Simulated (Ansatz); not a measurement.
Coupled-cluster diagnostics for (NaCl)2 ring (Na₂Cl₂), Ansatz.

Geometry of the singlet (B3LYP-D4/def2-TZVP):

```xyz
4

Na   -1.488    0.281   -0.463
Cl   -0.529    0.301    1.884
Na    1.488   -0.281    0.463
Cl    0.529   -0.301   -1.884
```

Correlated methods freeze 12 core orbitals; core or outer-core shells of Na are correlated, in sets that lack core-valence functions.

Estimate the CCSD(T) correlation energy, the shares of MP2 and (T), T1 and the reference's ⟨S²⟩ for: charge 0, singlet, own geometry in def2-TZVPP; charge 1, doublet, vertical in def2-TZVPP; and the rough time on 4 threads of Intel Xeon on a shared host.


```
                          state       basis  correlation (eV)  MP2 share (%)  (T) share (%)     T1  ⟨S²⟩ (pure)  wall time
charge 0, singlet, own geometry  def2-TZVPP           -21.606           92.1            2.7  0.006  0.00 (0.00)       26 s
    charge 1, doublet, vertical  def2-TZVPP           -20.607           90.9            2.6  0.018  0.76 (0.75)    1.8 min
```
Customary marks for T1 are 0.02 (closed shells), 0.045 (open shells) and about 0.05 (3d metals). T1 stays under 0.02 throughout.
